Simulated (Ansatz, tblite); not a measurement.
Cost and result up the ladder for (F)2Al-O-SiH3 (AlSiOF2H3) (8 atoms). The state is a singlet with charge 0. Geometry: PBE0-D4/def2-SVP.

```xyz
8

Al    1.7448    0.4629    0.3825
F     2.9559    0.1892   -0.7017
F     2.1458    1.1636    1.8196
O     0.1667    0.0456    0.0367
Si   -1.3950   -0.3705   -0.3055
H    -1.4171   -1.5443   -1.2275
H    -2.0880    0.7796   -0.9581
H    -2.1131   -0.7260    0.9540
```

Ansatz on 4 threads of Arm Neoverse N1 on a shared host; xTB runs through tblite on one thread. Times are rough, summed over both states, and most runs start from the orbitals of an earlier one. PBE0-D4/def2-TZVP serves as the yardstick here, not as an exact answer. The other state is a doublet.

The xTB rows come from tblite.

Run but left out: PBE-D4/def2-TZVP (charge +1 doublet: an occupied level 0.11 eV above an empty one).

Raw xTB energies of ions are shifted by several eV.

```tsv
level	functions	wall time	vertical IE (eV)	difference from PBE0-D4/def2-TZVP (eV)
GFN2-xTB	33	0.015 s	14.84	3.41
GFN1-xTB	36	0.023 s	15.45	4.01
PBE0-D4/def2-TZVP	185	16 s	11.44	0.00
r2SCAN-D4/def2-TZVP (with forces)	185	26 s	11.15	-0.29
```
